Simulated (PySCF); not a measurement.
Excitation energy of Mg by level of theory

Mg [Ne] 3s2 (1S) → Mg [Ne] 3s1 3d1 (3D), as a difference of total energies. Calculation: PySCF 2.14, in aug-cc-pCVTZ; the non-relativistic Hamiltonian (point nucleus). Correlated levels: valence: [Ne] frozen; valence and next inner shell: 1s2 frozen; nothing frozen. The calculations carry no spin-orbit coupling.

| method | excitation energy (cm⁻¹) |
| --- | --- |
| UHF | 45721 |
| LDA | 48703 |
| PBE | 47120 |
| PBE0 | 47838 |
| r2SCAN | 46938 |
| wB97X-V | 51748 |
| r2SCANh | 47315 |
| B2PLYP | 50417 |
| PBEsol | 46905 |
| MP2 (valence) | 50140 |
| SCS-MP2 (valence) | 51728 |
| MP2 (valence and next inner shell) | 51037 |
| SCS-MP2 (valence and next inner shell) | 52421 |
| MP2 (all electrons) | 51027 |
| SCS-MP2 (all electrons) | 52415 |

Errors of the correlated levels include the incompleteness of this basis and the frozen core.

The promoted electron is Rydberg-like, and one or two diffuse shells describe it only roughly, which tends to raise the upper state.

For comparison: 47957 cm⁻¹ (measured; NIST levels, between the centres of gravity of the two terms).
